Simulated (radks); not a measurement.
Results of a calculation; reference values are marked as such.
Species: S12+. Configuration: [He] 2s2.

Level of theory: scalar-relativistic Kohn-Sham, r2SCAN, spin-polarised, spherical densities, finite nucleus; meta-GGA in the generalised Kohn-Sham scheme; Fermi nuclear charge, rms radius 3.2611 fm (a radial shooting solver on a logarithmic mesh with Libxc functionals).

Energy parts (eV):
total: -8075.138
kinetic: 8123.833
electron-nucleus: -16839.782
Hartree: 984.208
exchange-correlation: -343.398

Orbitals (lengths in bohr, moments of r in powers of bohr; r(max) is where P^2 peaks; r(90%) holds 90 % of the orbital's charge):
orbital  occ.  eigenvalue (eV)   r(max)  r(90%)    <r^2>  <1/r>
1s          2        -2976.521  0.06315   0.171  0.01236  15.76
2s          2        -627.9177   0.3546   0.631   0.1994  3.584

The highest occupied level is 2s at -627.92 eV. The density falls to 0.001 e/bohr^3 at r = 1.14 bohr.
